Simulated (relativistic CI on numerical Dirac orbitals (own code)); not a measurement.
## d1 to d9 in one octahedral field

Computed with a parametric ligand-field model without spin-orbit coupling, by exact diagonalisation: B = 330, C = 1500, 10Dq = 38300 cm⁻¹ (Oh; |10Dq|/B = 116.1) for every shell. Energies in cm⁻¹; the field energy is (0.6 n_e − 0.4 n_t2) × 10Dq of the ground term; g labels are left out. So small a B with so large a field is typical of 4d and 5d ions, where spin-orbit coupling, left out here, reaches 1,000 to 4,000 cm⁻¹.

| Shell | Ground term | Electrons in e | Field energy | First spin-allowed bands | Lowest term of other spin |
| --- | --- | --- | --- | --- | --- |
| d1 | 2T2 | 0.000 | -15320 | 2E 38300 |  |
| d2 | 3T1 | 0.002 | -30552 | 3T2 37405, 3T1 41460 | 1T2 5040 |
| d3 | 4A2 | 0.000 | -45960 | 4T2 38300, 4T1 42149 | 2E 7268 |
| d4 | 3T1 | 0.004 | -61121 | 3E 36708, 3T1 37085 | 1T2 4653 |
| d5 | 2T2 | 0.008 | -76279 | 2A2 36127, 2T1 36245 | 4T1 30952 |
| d6 | 1A1 | 0.007 | -91651 | 1T1 37027, 1T2 42053 | 3T1 33942 |
| d7 | ? | ? | ? | ? | ? |
| d8 | 3A2 | 2.000 | -45960 | 3T2 38300, 3T1 42149 | 1E 5623 |
| d9 | 2E | 3.000 | -22980 | 2T2 38300 |  |

(1) Fill in the row of d7.

## Answers

(1) Ground term: 2E; Electrons in e: 1.004; Field energy: -68782; First spin-allowed bands: 2T1 36965, 2T2 37386; Lowest term of other spin: 4T1 31063. Low spin: d4, d5, d6, d7; the other shells keep the spin of the free ion. Only d4 to d7 can choose; the field needed to pair spins is smallest for d6 and largest for d5, which loses most exchange energy. In the strong-field picture 10Dq must exceed about 6B + 5C = 9480 (d4), 7.5B + 5C = 9975 (d5), 2.5B + 4C = 6825 (d6) and 4B + 4C = 7320 (d7); mixing of terms shifts these bounds somewhat.
